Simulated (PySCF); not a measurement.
A structure optimised at PBE-D3(BJ)/def2-SVP, used in a PySCF frequency run:

```xyz
13

Sn    -0.0235    -0.3911     0.1666
C      1.9330     0.2412    -0.4323
C      2.8407     0.6703     0.4631
O     -1.2785     0.9423    -0.6941
C     -2.6656     0.7709    -0.5258
H     -0.1794    -0.2699     1.8931
H     -0.4923    -1.9550    -0.4266
H      2.1915     0.2113    -1.5055
H      3.8511     0.9972     0.1572
H      2.6251     0.7228     1.5449
H     -3.0045     0.8732     0.5364
H     -3.0464    -0.2149    -0.8962
H     -3.1926     1.5591    -1.1091
```
Charge 0, spin multiplicity 1.

Problem. Write its SMILES and formula.

Solution. C=[CH][SnH2][O]C, C3H8OSn

Problem. What are its rotational constants (standard atomic weights)?

Solution. 6.6074, 1.5240, 1.3378 GHz
